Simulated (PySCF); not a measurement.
A structure optimised at B3LYP-D3(BJ)/def2-SVP, used in a PySCF frequency run:

```xyz
12

Hf     0.1591     0.1110     0.0194
N      1.4867    -0.3639    -1.4512
H      1.8633    -1.3059    -1.5732
H      1.8626     0.2273    -2.1906
N      1.0650    -0.0706     1.8444
H      0.5953     0.0981     2.7355
H      2.0137    -0.3825     2.0479
N     -0.4098     2.0618    -0.1870
H     -1.1454     2.3899    -0.8136
H     -0.0761     2.8558     0.3579
S     -1.8259    -1.3852    -0.2718
H     -2.3504    -1.0993     0.9460
```

Write its SMILES and formula.

[NH2][Hf]([NH2])([NH2])[SH], H7HfN3S

What are its rotational constants (standard atomic weights)?

2.5801, 1.5697, 1.5486 GHz
